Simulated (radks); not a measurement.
Question: Re3+, 72 electrons, occupied as [Xe] 4f14 5d4 (the NIST ground configuration). All-electron calculation, scalar-relativistic Kohn-Sham, Slater X-alpha with alpha = 0.754, spin-polarised, spherical densities, finite nucleus; open shells are filled with parallel spins first (spin-orbit coupling, left out, can overturn this in heavy ions); Fermi nuclear charge, rms radius 5.3698 fm. Program: a radial shooting solver on a logarithmic mesh with Libxc functionals. Some entries of the table are withheld. Estimate them.

orbital,occ.,eigenvalue (hartree),r(max) (bohr)
1s down,1,-2635.078,0.01125
1s up,1,-2635.078,0.01125
2s up,1,-458.3758,0.06452
2s down,1,-458.3664,0.06452
2p up,3,-400.5798,0.05299
2p down,3,-400.5721,0.05299
3s up,1,-107.0818,0.1819
3s down,1,-107.0782,0.1819
3p up,3,-90.01848,0.1802
3p down,3,-90.01455,0.1802
3d up,5,-70.61263,0.1466
3d down,5,-70.60623,0.1466
4s up,1,-23.25035,0.4121
4s down,1,-23.24153,0.4122
4p up,3,-17.64196,0.4324
4p down,3,-17.63291,0.4324
4d up,5,-10.59008,0.4422
4d down,5,-10.57862,0.4422
5s up,1,-4.30314,(1)
5s down,1,-4.20971,(2)
5p up,3,-2.89049,(3)
5p down,3,-2.76993,(4)
4f up,7,-2.74549,0.4146
4f down,7,-2.72347,0.4143
5d up,4,(5),1.373
5d down,0,(6),1.349

Answer: 
(1) 5s up r(max) (bohr): 0.9357
(2) 5s down r(max) (bohr): 0.9306
(3) 5p up r(max) (bohr): 1.057
(4) 5p down r(max) (bohr): 1.048
(5) 5d up eigenvalue (hartree): -1.28843
(6) 5d down eigenvalue (hartree): -1.13033
